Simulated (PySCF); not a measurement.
Electron correlation in C⁺ (carbon, charge +1)

[He] 2s1 2p2, high-spin 4P determinant (an excited configuration). All numbers are calculated (PySCF 2.14, scalar relativity by spin-free X2C-1e, in x2c-QZVPPall (7s4p3d2f1g, 57 functions)). Frozen: 1s2; 3 electrons correlated.

```tsv
level	correlation energy (mhartree)
CCSD	-16.64
(T)	-0.06
CCSD(T)	-16.70
```

Diagnostics: T1 = 0.0017, D1 = 0.0026, largest double amplitude 0.022.

Cost of the coupled-cluster step: of the order of 4 core-seconds, for 3 correlated electrons.

Iterations:

```
CC2 = 0
CCSD nocc = (np.int64(3), np.int64(0)), nmo = (56, 56)
frozen orbitals [[0], [0]]
max_cycle = 100
direct = 0
conv_tol = 1e-08
conv_tol_normt = 1e-06
diis_space = 8
diis_start_cycle = 0
Init t2, MP2 energy = -0.0127659290433756
Init E_corr(UCCSD) = -0.012765929043412
cycle = 1  E_corr(UCCSD) = -0.0155819373386728  dE = -0.0028160083  norm(t1,t2) = 0.0152367
cycle = 2  E_corr(UCCSD) = -0.0163164610706359  dE = -0.000734523732  norm(t1,t2) = 0.00504621
cycle = 3  E_corr(UCCSD) = -0.016652673049047  dE = -0.000336211978  norm(t1,t2) = 0.00192148
cycle = 4  E_corr(UCCSD) = -0.0166408341082291  dE = 1.18389408e-05  norm(t1,t2) = 0.000250778
cycle = 5  E_corr(UCCSD) = -0.0166414021632196  dE = -5.68054991e-07  norm(t1,t2) = 1.93643e-05
cycle = 6  E_corr(UCCSD) = -0.016641351909125  dE = 5.02540946e-08  norm(t1,t2) = 2.30914e-06
cycle = 7  E_corr(UCCSD) = -0.0166413661260722  dE = -1.42169472e-08  norm(t1,t2) = 2.54111e-07
cycle = 8  E_corr(UCCSD) = -0.0166413646186181  dE = 1.50745416e-09  norm(t1,t2) = 2.72179e-08
UCCSD converged
E(UCCSD) = -37.19431202550443  E_corr = -0.01664136461861806
UCCSD(T) correction = -6.35810891969423e-05
```
